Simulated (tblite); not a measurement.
C6H14P2.
Structure used (GFN2-xTB), in Å, numbered top down from 1:
```
atom  x, y, z in Å
C1    -0.3220   -2.0994   -0.3816
P2    -0.3764   -0.3256   -0.9099
C3     1.1279    0.2965    0.0077
C4     2.4182   -0.0754   -0.7059
P5     3.9520    0.5672    0.1269
C6    -1.6168    0.2539    0.3161
C7    -2.2816    1.5785    0.0759
C8    -3.0557    0.3161   -0.1087
H9    -0.1594   -2.1881    0.6921
H10   -1.2705   -2.5640   -0.6443
H11    0.4716   -2.6173   -0.9164
H12    1.0346    1.3855    0.0658
H13    1.1214   -0.0988    1.0291
H14    2.5248   -1.1620   -0.7784
H15    2.4146    0.3152   -1.7281
H16    3.4655    1.8597    0.3232
H17    3.5744    0.1867    1.4156
H18   -1.4142   -0.0231    1.3473
H19   -2.5023    2.2040    0.9285
H20   -2.0019    2.1310   -0.8096
H21   -3.8155    0.0616    0.6156
H22   -3.2990    0.0170   -1.1179
```

Level: GFN2-xTB in tblite, geometry and Hessian alike; calculated harmonic values, unscaled, isolated species. This tight-binding method is rough: wavenumbers can miss measured ones by several per cent, in bad cases by 10 to 20. Modes of hydrogen on phosphorus can be 10 to 20 % off. One conformer, not necessarily the lowest.

Harmonic wavenumbers (cm⁻¹): 38.3, 56.3, 68.4, 88.5, 163.2, 167.5, 199.6, 225.3, 250.7, 254.6, 336.1, 346.0, 662.0, 668.1, 704.7, 725.2, 751.6, 771.1, 805.8, 828.0, 866.0, 868.8, 875.2, 954.1, 965.8, 993.1, 1030.1, 1058.1, 1069.3, 1069.8, 1085.5, 1087.4, 1149.1, 1152.4, 1185.1, 1214.9, 1237.0, 1271.1, 1317.4, 1329.8, 1435.6, 1436.9, 1442.1, 1450.7, 1458.5, 1480.7, 2254.1, 2326.6, 2911.5, 2935.4, 2941.5, 2954.7, 2976.9, 2984.3, 3013.4, 3018.5, 3076.5, 3077.9, 3078.8, 3095.8.

A = 2911, B = 585.1, C = 519.4 MHz; mass 148.057 u (most abundant isotopes); point group C1, symmetry number 1.

Problem. What is the zero-point energy?

Solution. Half the sum of the wavenumbers: 39621 cm⁻¹ = 113.28 kcal/mol.

Problem. Give the ideal-gas entropy at 500 K and 1 bar in the rigid-rotor, harmonic-oscillator model (classical rotation).

Solution. Translation 43.48, rotation 31.82, vibration 59.91: S = 135.2 cal/(mol K).

Problem. And Cp and H(500 K) − H(0)?

Solution. Cp = 64.72 cal/(mol K), of which vibrations give 56.77 (their classical limit is 60 R = 119.2); H(500 K) − H(0) = 18.78 kcal/mol without the zero-point energy, 14.81 from vibrations.

Problem. How do the functions run with temperature in this model?

Solution. 
```csv
T (K),S (cal/(mol K)),Cp (cal/(mol K)),H − H(0) (kcal/mol),G − H(0) (kcal/mol),ln q(vib)
150,84.6,26.9,2.73,-9.97,4.36
250,100.6,37.1,5.90,-19.25,7.63
298.15,107.6,42.8,7.82,-24.27,9.13
400,121.9,54.7,12.80,-35.96,12.24
600,147.8,73.0,25.68,-62.98,18.20
900,181.0,90.5,50.43,-112.45,26.63
```

q(vib) and H(0) count from the zero-point level.

Problem. Blend soft modes into free rotors: weight 1/[1 + (100 cm⁻¹/ν̃)⁴] for the oscillator and the rest for a rotor with moment μB/(μ + B), μ = h/(8π²ν), B = 10⁻⁴⁴ kg m². What vibrational entropy results?

Solution. 54.23 cal/(mol K) in place of 59.91, which changes −T·S at 500 K by +2.84 kcal/mol.

Hindered rotation and anharmonicity are outside this model. Other conformers, if any are populated, would add a mixing term that is left out. The structure is chiral; the term R ln 2 for an equal mix with its mirror image is left out.
